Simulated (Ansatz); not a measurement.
Ideal-gas functions of `FC#C[SiH3]` at 500 K and 1 bar, from an Ansatz frequency run at PBE0-D4/def2-TZVP.

Molar mass 74.13 g/mol, point group C3v (symmetry number 3), electronic degeneracy 1, moments of inertia 5.916, 244.842, 244.843 u Å². Harmonic wavenumbers (cm⁻¹, unscaled): 146, 147, 439, 439, 524, 680, 680, 931, 944, 944, 1235, 2242, 2244, 2244, 2377.

Use S(trans) = R[1.5 ln M + 2.5 ln T − 1.1517]; rotational temperatures θ = 24.2544 K / I; S(rot) = R[ln(√π/σ · √(T³/θAθBθC)) + 1.5]; for each mode x = 1.438777 ν̃/T, S = R[x/(eˣ − 1) − ln(1 − e⁻ˣ)] and H = RT x/(eˣ − 1); 1 cm⁻¹ = 0.0119627 kJ/mol; R = 8.31446 J/(mol·K).

Problem. By hand: the entropy, in J/(mol·K).

Solution. Translation 173.3. Rotation: θ = 4.0998, 0.0991, 0.0991 K, giving 99.0. Vibration, mode by mode: 15.59, 15.53, 6.90, 6.90, 5.65, 3.94, 3.94, 2.23, 2.17, 2.17, 1.11, 0.10, 0.10, 0.10, 0.07, in all 66.5. Electronic 0.0. Sum 338.8 J/(mol·K).

Problem. By hand: H − E and G − E in kJ/mol, counted from the electronic energy.

Solution. Zero-point energy ½ × 16216 × 0.0119627 = 97.0; thermal vibration 18.3; translation, rotation and pV give 4 RT = 16.6. H − E = 131.9 kJ/mol, and G − E = 131.9 − 500 × 338.8/1000 = -37.5 kJ/mol.

Vibration gives 20 % of the entropy, 31.1 J/(mol·K) of it from the modes under 150 cm⁻¹: soft modes count most, and the harmonic formula is weakest for them.
